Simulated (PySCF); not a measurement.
**Tl- (thallium, charge -1) across methods**

[Xe] 4f14 5d10 6s2 6p2, high-spin 3P determinant. Calculation: PySCF 2.14, in aug-cc-pVTZ-PP with one added diffuse shell each of d, f type with ECP60MDF (6s5p5d3f, 67 functions); a scalar-relativistic core potential.

```
   method  E (hartree)  mean ε 6s α (eV)  mean ε 6s β (eV)  mean ε 6p α (eV)  Σ⟨r²⟩ (bohr²)   ⟨S²⟩
    B97-3    -172.5415            -6.174            -5.369             0.823          120.6  2.002
      LDA    -172.2791            -5.395            -4.885             1.140          120.0  2.001
BHandHLYP    -172.3879            -6.940            -5.904             0.467          114.1  2.003
      UHF   -171.51488            -8.409            -6.565            -0.460          112.7  2.013
    B3LYP    -172.5827            -5.950            -5.278             0.889          119.1  2.001
CAM-B3LYP    -172.4756            -7.304            -6.332             0.156          111.4  2.003
     PBE0    -172.5137            -6.092            -5.194             0.781          115.4  2.002
      PBE    -172.5523            -5.174            -4.589             1.196          121.7  2.001
   r2SCAN    -172.5960            -5.348            -4.555             1.138          115.5  2.005
```

Energies and moments cover only the electrons outside the core potential. Spin-orbit coupling is strong in this species (close to jj coupling), so the high-spin LS determinant is a model state, not a physical level.

The highest occupied level is positive at B97-3, LDA, BHandHLYP, B3LYP, CAM-B3LYP, PBE0, PBE, r2SCAN: only the finite basis holds that electron, which in a density functional comes from self-interaction.
